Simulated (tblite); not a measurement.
C5H11B2F.
SMILES with atom numbers: `[BH2:1]/[C:2]([CH3:3])=[CH:4]/[C@H:5]([CH3:6])[BH:7][F:8]` (hydrogens: H9, H10 on B1; H11, H12, H13 on C3; H14 on C4; H15 on C5; H16, H17, H18 on C6; H19 on B7)

Computed with GFN2-xTB (tblite), gas phase: L-BFGS steps from a force-field or distance-geometry start until the largest atomic force falls under 0.01 eV/Å.

Step 6: E = -640.0655 eV
```
atom  x, y, z in Å  |  force x, y, z in eV/Å
B1      2.6558   -0.9274    0.3786   -0.036   0.000   0.008
C2      1.3926   -0.0605    0.2093    0.040   0.023  -0.025
C3      1.5210    1.4391    0.1290   -0.010   0.112  -0.001
C4      0.1702   -0.6239    0.1452   -0.018  -0.035   0.046
C5     -1.1437    0.0877   -0.0055    0.007   0.044   0.087
C6     -2.2842   -0.7123    0.6461   -0.042  -0.058   0.071
B7     -1.4384    0.3004   -1.5514    0.020   0.013  -0.075
F8     -1.5756    1.5097   -2.0503    0.050  -0.035   0.076
H9      3.7141   -0.4327    0.4399    0.000   0.036  -0.001
H10     2.5785   -2.0907    0.4561   -0.069  -0.044  -0.008
H11     2.5617    1.7352    0.0541    0.061  -0.008  -0.015
H12     0.9888    1.8435   -0.7297   -0.048  -0.020  -0.039
H13     1.1100    1.9039    1.0250   -0.047   0.012   0.039
H14     0.1047   -1.7010    0.2013   -0.075  -0.049  -0.032
H15    -1.0893    1.0542    0.4991    0.072   0.086   0.056
H16    -2.0853   -0.8572    1.7053    0.047  -0.003   0.035
H17    -3.2278   -0.1786    0.5525    0.019   0.025  -0.030
H18    -2.4041   -1.6889    0.1852    0.055  -0.015  -0.060
H19    -1.5586   -0.5910   -2.2972   -0.027  -0.082  -0.134
```

Step 7: E = -640.0688 eV
```
atom  x, y, z in Å  |  force x, y, z in eV/Å
B1      2.6536   -0.9273    0.3792   -0.001  -0.012   0.000
C2      1.3928   -0.0592    0.2091    0.021   0.015  -0.026
C3      1.5208    1.4411    0.1284   -0.007   0.079   0.006
C4      0.1702   -0.6226    0.1459    0.011  -0.021   0.062
C5     -1.1412    0.0891   -0.0007   -0.056   0.033   0.005
C6     -2.2833   -0.7126    0.6472   -0.036  -0.044   0.060
B7     -1.4360    0.2960   -1.5495    0.012  -0.076  -0.083
F8     -1.5728    1.5036   -2.0460    0.040   0.078   0.032
H9      3.7122   -0.4314    0.4396   -0.009   0.019   0.002
H10     2.5749   -2.0914    0.4554   -0.064  -0.021  -0.006
H11     2.5634    1.7342    0.0542    0.014   0.004  -0.018
H12     0.9857    1.8428   -0.7304   -0.017  -0.014  -0.026
H13     1.1080    1.9040    1.0249   -0.029   0.018   0.028
H14     0.0993   -1.6983    0.1992   -0.045  -0.090  -0.025
H15    -1.0845    1.0568    0.5024    0.047   0.067   0.039
H16    -2.0830   -0.8576    1.7059    0.024  -0.012   0.039
H17    -3.2273   -0.1788    0.5511    0.039   0.014  -0.014
H18    -2.4020   -1.6888    0.1830    0.063   0.010  -0.039
H19    -1.5606   -0.5905   -2.3062   -0.006  -0.048  -0.036
```

**Question.** Estimate the geometry and energy of step 8. (The exact step hangs on the optimiser's Hessian estimate; all steps are aligned on step 7, rigid shifts and turns removed.)

**Answer.** E = -640.0706 eV, largest force 0.091 eV/Å
```
atom  x, y, z in Å  |  force x, y, z in eV/Å
B1      2.6525   -0.9275    0.3796    0.009  -0.013  -0.008
C2      1.3925   -0.0582    0.2083    0.050   0.032  -0.010
C3      1.5206    1.4438    0.1282   -0.013   0.013   0.008
C4      0.1707   -0.6221    0.1475   -0.045  -0.040   0.049
C5     -1.1407    0.0905    0.0024   -0.054   0.014  -0.043
C6     -2.2834   -0.7135    0.6488   -0.001  -0.011   0.032
B7     -1.4344    0.2927   -1.5501    0.006  -0.074  -0.053
F8     -1.5704    1.5018   -2.0429    0.040   0.080   0.014
H9      3.7112   -0.4303    0.4395   -0.019   0.002   0.005
H10     2.5715   -2.0924    0.4550   -0.055   0.005  -0.006
H11     2.5650    1.7338    0.0538   -0.028   0.015  -0.017
H12     0.9835    1.8421   -0.7316    0.006  -0.003  -0.007
H13     1.1061    1.9045    1.0257   -0.009   0.021   0.004
H14     0.0954   -1.6987    0.1976   -0.017  -0.057  -0.019
H15    -1.0809    1.0597    0.5050    0.021   0.022   0.010
H16    -2.0811   -0.8581    1.7074    0.002  -0.021   0.032
H17    -3.2265   -0.1783    0.5499    0.039  -0.001   0.003
H18    -2.3996   -1.6889    0.1808    0.060   0.029  -0.014
H19    -1.5618   -0.5918   -2.3123    0.008  -0.014   0.020
```

The energy changes by -0.0018 eV. The first-order estimate −F·Δx gives -0.0028 eV and the mean of the old and new forces, exact on a quadratic surface, -0.0018 eV. The step makes an angle of 48° with the force vector and moves no atom by more than 0.006 Å.

The cost below is that of the whole relaxation. On one thread, Arm Neoverse V1 (aarch64), no GPU (shared host), this took 0.58 s.
